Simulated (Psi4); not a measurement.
Psi4 input (wB97X-D/6-31G*):

```
memory 1500 MB

molecule {
-1 1
Si   -0.57094200    0.00991700    0.60583600
F    -1.12171700   -1.20912200   -0.38883800
F    -1.04384300    1.28641500   -0.35629900
Cl    1.61666100   -0.04908700   -0.10444000
symmetry c1
no_reorient
no_com
}

set {
  basis 6-31G*
  reference rks
  scf_type pk
  dft_radial_points 99
  dft_spherical_points 590
  e_convergence 1e-8
  d_convergence 1e-7
  maxiter 150
}

e = energy('wb97x-d')
print_out(f'\nFINAL {e:.10f} DIPOLE {variable("CURRENT DIPOLE")[0]:.6f} {variable("CURRENT DIPOLE")[1]:.6f} {variable("CURRENT DIPOLE")[2]:.6f}\n')
```

From the output:

```
      47A      1.470212    48A      1.483501    49A      1.546965
      50A      1.604467    51A      1.619210    52A      1.628978
      53A      1.833249    54A      2.035756    55A      2.128107
      56A      2.133507    57A      2.136396    58A      2.144018
      59A      2.183672    60A      2.251900    61A      2.323066
      62A      2.395220    63A      2.966601    64A      3.086703
      65A      3.273217    66A      4.190227    67A      4.540754
      68A      4.661980

    Final Occupation by Irrep:
              A
    DOCC [    25 ]
    NA   [    25 ]
    NB   [    25 ]

  @RKS Final Energy:  -949.47844991043053

   => Energetics <=

    Nuclear Repulsion Energy =            206.1046298476841230
    One-Electron Energy =               -1738.4912453647743860
    Two-Electron Energy =                 633.8421737370362052
    DFT Exchange-Correlation Energy =     -50.9334727300551293
    Empirical Dispersion Energy =          -0.0005354003212670
    VV10 Nonlocal Energy =                  0.0000000000000000
    Total Energy =                       -949.4784499104305269

Computation Completed

Properties will be evaluated at   0.000000,   0.000000,   0.000000 [a0]

Properties computed using the SCF density matrix

 Multipole Moments:

 ------------------------------------------------------------------------------------
     Multipole            Electronic (a.u.)      Nuclear  (a.u.)        Total (a.u.)
 ------------------------------------------------------------------------------------

 L = 1.  Multiply by 2.5417464519 to convert [e a0] to [Debye]
 Dipole X            :         -0.3412297            0.0000170           -0.3412127
 Dipole Y            :          0.0120477           -0.0000076            0.0120402
 Dipole Z            :         -0.1067877           -0.0000170           -0.1068047
 Magnitude           :                                                    0.3577405

 ------------------------------------------------------------------------------------

FINAL -949.4784499104 DIPOLE -0.341213 0.012040 -0.106805

*** Psi4 exiting successfully. Buy a developer a beer!
```

The dipole moment of an ion depends on the origin.

The geometry given is a B3LYP-D3(BJ)/def2-TZVP minimum.
